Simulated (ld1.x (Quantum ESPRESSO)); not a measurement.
**Building the PAW potential for nickel (Ni) (PBEsol, scalar-relativistic).**

```
Element                 : Ni
Generator               : ld1.x (Quantum ESPRESSO) 7.5
Type                    : PAW
Functional              : PBEsol
Relativity              : scalar-relativistic
Frozen core             : [Ar]
Valence charge          : 10
Reference configuration : 3d8 4s2 4p0
Partial waves           : 4s (bound): rcut 1.80, rcutus 2.25 bohr; 4s channel at 3.35 Ry: rcut 1.80, rcutus 2.25 bohr; 4p (bound, empty): rcut 2.55, rcutus 3.40 bohr; 4p channel at 0.25 Ry: rcut 2.55, rcutus 3.40 bohr; 3d (bound): rcut 1.25, rcutus 1.70 bohr; 3d channel at 2.55 Ry: rcut 1.25, rcutus 1.70 bohr
Local potential         : all-electron potential smoothed inside 1.70 bohr (lloc = -2)
Core correction         : Bessel-smoothed model core inside 1.50 bohr
Augmentation charge     : PSQ, inside the norm-conserving radii
```

(1) Estimate the cutoffs (Ry, on a coarse ladder) from which the occupation-weighted sum of valence levels, in a spherical-Bessel basis at the reference potential, stays within 10 and 1 mRy of its value at 400 Ry.

(2) Does the potential have ghost states?

(3) Is the overlap operator S = 1 + Σ q|β⟩⟨β| positive definite (Bessel basis up to 400 Ry)?

(4) Which valence shell sets the plane-wave cutoff?

(5) Tests: 3d8 4s1 4p0; 3d8 4s0 4p0; 3d7 4s0 4p0; 3d8 4s1 4p1; 3d9 4s1 4p0; 3d9 4s0 4p0; 3d8.5 4s1.5 4p0. Which has the largest error in its energy relative to the reference configuration, and how large is it?

## Answers

(1) 35 Ry and 60 Ry.

(2) No extra level below or beside the all-electron valence levels (s, p, d, f tested).

(3) Yes: its lowest eigenvalue is 0.68 (s channel).

(4) 3d: its level needs 40 Ry to come within 1 mRy, against 6 Ry for 4s.

(5) 3d7 4s0 4p0, with -212 meV (all-electron minus pseudo) on +64.03 eV.
